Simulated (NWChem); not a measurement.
All runs are NWChem calculations. System: H2AlBr, charge 0, spin multiplicity 1, at a geometry optimised with PBE/def2-SVP. The structure started from a generated list of species. Level: RHF/STO-3G.

Job file:

```
start mol
memory heap 200 mb stack 900 mb global 1100 mb
geometry units angstroms nocenter noautoz
  Al     0.000000     0.000000    -1.562107
  H     -1.410721     0.000000    -2.298630
  H      1.410721     0.000000    -2.298630
  Br     0.000000     0.000000     0.711561
  symmetry group C2v
end
basis spherical
  * library sto-3g
end
scf
  rhf
  nopen 0
  maxiter 100
  thresh 1e-7
  semidirect memsize 60000000 filesize 0
end
task scf energy
```

NWChem printed:

```
             Northwest Computational Chemistry Package (NWChem) 7.3.0
             --------------------------------------------------------

                                NWChem Input Module
                                -------------------

 Scaling coordinates for geometry "geometry" by  1.889725989
 (inverse scale =  0.529177249)

 Turning off AUTOSYM since
 SYMMETRY directive was detected!

                             Geometry "geometry" -> ""
                             -------------------------

 Output coordinates in angstroms (scale by  1.889725989 to convert to a.u.)

  No.       Tag          Charge          X              Y              Z
 ---- ---------------- ---------- -------------- -------------- --------------
    1 Al                  13.0000     0.00000000     0.00000000    -1.56210700
    2 H                    1.0000    -1.41072100     0.00000000    -2.29863000
    3 H                    1.0000     1.41072100     0.00000000    -2.29863000
    4 Br                  35.0000     0.00000000     0.00000000     0.71156100

 Effective nuclear repulsion energy (a.u.)     125.8732410890

            Nuclear Dipole moment (a.u.)
            ----------------------------
        X                 Y               Z
 ---------------- ---------------- ----------------
     0.0000000000     0.0000000000    -0.0000302356

      Symmetry information
      --------------------

 Group name             C2v
 Group number             16
 Group order               4
 No. of unique centers     3

      Symmetry unique atoms

     1    2    4


 Summary of "ao basis" -> "" (spherical)
 ------------------------------------------------------------------------------
       Tag                 Description            Shells   Functions and Types
 ---------------- ------------------------------  ------  ---------------------
 *                           sto-3g                   on all atoms

 Summary of "ao basis" -> "ao basis" (spherical)
 ------------------------------------------------------------------------------
       Tag                 Description            Shells   Functions and Types
 ---------------- ------------------------------  ------  ---------------------
 Al                          sto-3g                  5        9   3s2p
 H                           sto-3g                  1        1   1s
 Br                          sto-3g                  8       18   4s3p1d

                                 NWChem SCF Module
                                 -----------------

  ao basis        = "ao basis"
  functions       =    29
  atoms           =     4
  closed shells   =    25
  open shells     =     0
  charge          =   0.00
  wavefunction    = RHF
  use symmetry    = T
  symmetry adapt  = T

 Summary of "ao basis" -> "ao basis" (spherical)
 ------------------------------------------------------------------------------
       Tag                 Description            Shells   Functions and Types
 ---------------- ------------------------------  ------  ---------------------
 Al                          sto-3g                  5        9   3s2p
 H                           sto-3g                  1        1   1s
 Br                          sto-3g                  8       18   4s3p1d

      Symmetry analysis of basis
      --------------------------

        a1         15
        a2          1
        b1          7
        b2          6

 Forming initial guess at       0.0s

      Superposition of Atomic Density Guess
      -------------------------------------

 Sum of atomic energies:       -2784.44428858

      Non-variational initial energy
      ------------------------------

 Total energy =   -2784.143741
 1-e energy   =   -4151.571818
 2-e energy   =    1241.554836
 HOMO         =      -0.186744
 LUMO         =       0.296059

      Symmetry analysis of molecular orbitals - initial
      -------------------------------------------------

  Numbering of irreducible representations:

     1 a1          2 a2          3 b1          4 b2

  Orbital symmetries:

     1 a1          2 a1          3 a1          4 b1          5 b2
     6 a1          7 a1          8 a1          9 b1         10 b2
    11 a1         12 b1         13 a1         14 b2         15 a1
    16 b1         17 b2         18 a1         19 a2         20 a1
    21 a1         22 b1         23 a1         24 b2         25 b1
    26 a1         27 b2         28 a1         29 b1

 Starting SCF solution at       0.1s

 ----------------------------------------------
         Quadratically convergent ROHF

 Convergence threshold     :          1.000E-07
 Maximum no. of iterations :          100
 Final Fock-matrix accuracy:          1.000E-09
 ----------------------------------------------

              iter       energy          gnorm     gmax       time
             ----- ------------------- --------- --------- --------
                 1    -2784.8493348388  5.68D-01  3.02D-01      0.1
                 2    -2784.8937491346  1.00D-01  7.19D-02      0.1
                 3    -2784.8951130846  1.31D-03  1.20D-03      0.1
                 4    -2784.8951136015  1.03D-06  5.14D-07      0.1
                 5    -2784.8951136015  1.49D-09  1.16D-09      0.1

       Final RHF  results
       ------------------

         Total SCF energy =  -2784.895113601457
      One-electron energy =  -4151.578703959736
      Two-electron energy =   1240.810349269245
 Nuclear repulsion energy =    125.873241089035

        Time for solution =      0.0s

       Symmetry analysis of molecular orbitals - final
       -----------------------------------------------

  Numbering of irreducible representations:

     1 a1          2 a2          3 b1          4 b2

  Orbital symmetries:

     1 a1          2 a1          3 a1          4 a1          5 b2
     6 b1          7 a1          8 a1          9 b2         10 b1
    11 a1         12 a1         13 b2         14 b1         15 a1
    16 b2         17 b1         18 a2         19 a1         20 a1
    21 a1         22 b1         23 a1         24 b2         25 b1
    26 b2         27 a1         28 a1         29 b1

             Final eigenvalues
             -----------------

              1
    1 -484.3743
    2  -63.1047
    3  -57.8575
    4  -57.6539
    5  -57.6526
    6  -57.6524
    7   -9.0599
    8   -6.8093
    9   -6.8010
   10   -6.8001
   11   -4.7804
   12   -3.0080
   13   -3.0078
   14   -3.0063
   15   -2.1640
   16   -2.1615
   17   -2.1608
   18   -2.1529
   19   -2.1529
   20   -0.8240
   21   -0.5069
   22   -0.3818
   23   -0.3331
   24   -0.2922
   25   -0.2806
   26    0.2883
   27    0.3491
   28    0.5505
   29    0.6580

                       ROHF Final Molecular Orbital Analysis
                       -------------------------------------

 Vector   23  Occ=2.000000D+00  E=-3.330838D-01  Symmetry=a1
              MO Center= -2.7D-13, -1.1D-14,  9.6D-02, r^2= 3.0D+00
   Bfn.  Coefficient  Atom+Function         Bfn.  Coefficient  Atom+Function
  ----- ------------  ---------------      ----- ------------  ---------------
    24      0.783495  4 Br pz                 9     -0.324775  1 Al pz
    20     -0.241497  4 Br pz                21      0.235768  4 Br s
    10      0.234119  2 H  s                 11      0.234119  3 H  s
     5      0.165049  1 Al pz

 Vector   24  Occ=2.000000D+00  E=-2.922054D-01  Symmetry=b2
              MO Center= -1.7D-18,  3.2D-15,  6.5D-01, r^2= 1.3D+00
   Bfn.  Coefficient  Atom+Function         Bfn.  Coefficient  Atom+Function
  ----- ------------  ---------------      ----- ------------  ---------------
    23      1.005965  4 Br py                19     -0.296947  4 Br py

 Vector   25  Occ=2.000000D+00  E=-2.806190D-01  Symmetry=b1
              MO Center= -2.4D-13, -1.1D-17,  4.7D-01, r^2= 1.9D+00
   Bfn.  Coefficient  Atom+Function         Bfn.  Coefficient  Atom+Function
  ----- ------------  ---------------      ----- ------------  ---------------
    22      0.988431  4 Br px                18     -0.290555  4 Br px
    10      0.192057  2 H  s                 11     -0.192057  3 H  s

 Vector   26  Occ=0.000000D+00  E= 2.882974D-01  Symmetry=b2
              MO Center=  6.6D-19,  3.5D-15, -1.5D+00, r^2= 1.6D+00
   Bfn.  Coefficient  Atom+Function         Bfn.  Coefficient  Atom+Function
  ----- ------------  ---------------      ----- ------------  ---------------
     8      1.042418  1 Al py                 4     -0.408286  1 Al py
    23     -0.226492  4 Br py

 Vector   27  Occ=0.000000D+00  E= 3.490992D-01  Symmetry=a1
              MO Center=  1.2D-14, -2.5D-15, -1.2D+00, r^2= 2.7D+00
   Bfn.  Coefficient  Atom+Function         Bfn.  Coefficient  Atom+Function
  ----- ------------  ---------------      ----- ------------  ---------------
     6      1.073282  1 Al s                 24      0.622439  4 Br pz
    10     -0.532451  2 H  s                 11     -0.532451  3 H  s
    21     -0.302449  4 Br s                  9      0.296817  1 Al pz
     2     -0.288715  1 Al s                 20     -0.156707  4 Br pz

 Vector   28  Occ=0.000000D+00  E= 5.505128D-01  Symmetry=a1
              MO Center= -1.7D-15, -7.6D-17, -1.8D+00, r^2= 2.0D+00
   Bfn.  Coefficient  Atom+Function         Bfn.  Coefficient  Atom+Function
  ----- ------------  ---------------      ----- ------------  ---------------
     9      1.124940  1 Al pz                10      0.493152  2 H  s
    11      0.493152  3 H  s                 24      0.451358  4 Br pz
     5     -0.388674  1 Al pz                 6     -0.299462  1 Al s
    21     -0.271630  4 Br s

 center of mass
 --------------
 x =   0.00000000 y =   0.00000000 z =   0.17496730

 moments of inertia (a.u.)
 ------------------
         414.312821930977           0.000000000000           0.000000000000
           0.000000000000         428.637835995281           0.000000000000
           0.000000000000           0.000000000000          14.325014064304

  Mulliken analysis of the total density
  --------------------------------------

    Atom       Charge   Shell Charges
 -----------   ------   -------------------------------------------------------
    1 Al  13    12.12   2.00  1.98  5.81  1.03  1.30
    2 H    1     1.25   1.25
    3 H    1     1.25   1.25
    4 Br  35    35.39   2.00  2.00  6.00  2.00  5.99  1.97  5.43 10.00

       Multipole analysis of the density wrt the origin
       ------------------------------------------------

     L   x y z        total         open         nuclear
     -   - - -        -----         ----         -------
     0   0 0 0     -0.000000      0.000000     50.000000

     1   1 0 0      0.000000      0.000000      0.000000
     1   0 1 0      0.000000      0.000000      0.000000
     1   0 0 1     -1.066391      0.000000     -0.000030

     2   2 0 0    -22.954778      0.000000     14.213791
     2   1 1 0     -0.000000      0.000000      0.000000
     2   1 0 1     -0.000000      0.000000      0.000000
     2   0 2 0    -18.442415      0.000000      0.000000
     2   0 1 1      0.000000      0.000000      0.000000
     2   0 0 2    -21.981086      0.000000    214.302728

 Task  times  cpu:        0.1s     wall:        0.1s

 Total times  cpu:        0.1s     wall:        0.1s
```
